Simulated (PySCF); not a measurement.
# Where the electron goes

[WO3F]- (charge -1 and singlet state).
Geometry (PBE0-D3(BJ)/def2-SVP, Å), atoms numbered from 1 in this order:
```xyz
5
FO3W angstrom
W      0.0112    0.0229    0.0117
O     -0.0274   -0.0622    1.7518
O      1.6650    0.1752   -0.5153
O     -0.8848    1.4229   -0.5111
F     -0.7640   -1.5588   -0.7371
```

Method: TDDFT CAM-B3LYP/def2-SVPD, vertical, gas phase, core orbitals frozen in the response, def2 core potentials past Kr in PySCF 2.14.0, density-fitted response routines. Spin–orbit coupling is left out. The geometry's basis has no diffuse functions, a weakness for an anion.

Frontier orbitals with the atoms that hold most of them (Löwdin shares over 4%, at most four atoms; ? is withheld):

| orbital | ε (eV) | atoms |
| --- | --- | --- |
| LUMO+2 | 5.09 | W1 60%, O4 13%, O3 13%, F5 8% |
| LUMO+1 | 5.09 | W1 60%, O2 14%, O3 9%, O4 9% |
| LUMO | 4.38 | ? |
| HOMO | -4.90 | O2 32%, O4 32%, O3 32%, W1 5% |
| HOMO-1 | -5.15 | O2 36%, O3 31%, O4 23%, W1 8% |
| HOMO-2 | -5.15 | O4 38%, O3 29%, O2 24%, W1 8% |
| HOMO-3 | -5.80 | O2 29%, O4 29%, O3 29%, W1 10% |

Problem. Which atoms hold the LUMO, and with what shares?

Solution. W1 (bonded to F and 3 O) 72%; F5 (bonded to W) 10%; O4 (bonded to W) 6%; O3 (bonded to W) 6%. By element: tungsten 72%, oxygen 12% or more, fluorine 10%.

Within 0.005 eV of a neighbour in this list lie HOMO-2/HOMO-1 and LUMO+1/LUMO+2 (point group found: C3v); within a degenerate set the shares of single atoms can hang on how the components are chosen.

Problem. How does S1 compare with the orbital gap of 9.28 eV?

Solution. S1 is at 5.65 eV (f = 0.0009), 3.63 eV below the gap, made of HOMO→LUMO+1/LUMO+2 (≥60%), HOMO→LUMO+4 (10%), HOMO-2/HOMO-1→LUMO+1/LUMO+2 (≥9%). S1/S2 lie within about 0.01 eV of each other. Its leading pair isn't HOMO and LUMO; the energies of that pair differ by 10.00 eV. 

For S1 the Löwdin share of tungsten is 5% in HOMO and 60% in LUMO+1.

Next come S2 at 5.65 eV (f 0.0009), HOMO→LUMO+1/LUMO+2 (≥60%), HOMO→LUMO+5 (10%), HOMO-2/HOMO-1→LUMO+1/LUMO+2 (≥9%); S3 at 6.03 eV (f 0.0000), HOMO-2/HOMO-1→LUMO+1/LUMO+2 (≥70%), HOMO-2/HOMO-1→LUMO+5 (≥8%); S4 at 6.03 eV (f 0.0090), HOMO-2/HOMO-1→LUMO+1/LUMO+2 (≥72%), HOMO-2/HOMO-1→LUMO+4 (≥9%); S5 at 6.17 eV (f 0.0000), HOMO→LUMO (81%), HOMO→LUMO+6 (14%).

Orbitals of the list HOMO-3 to LUMO+2 that lie within 0.01 eV of each other are written together with a slash and their weights summed (≥ marks a lower bound); for degenerate orbitals outside that list single weights are arbitrary.
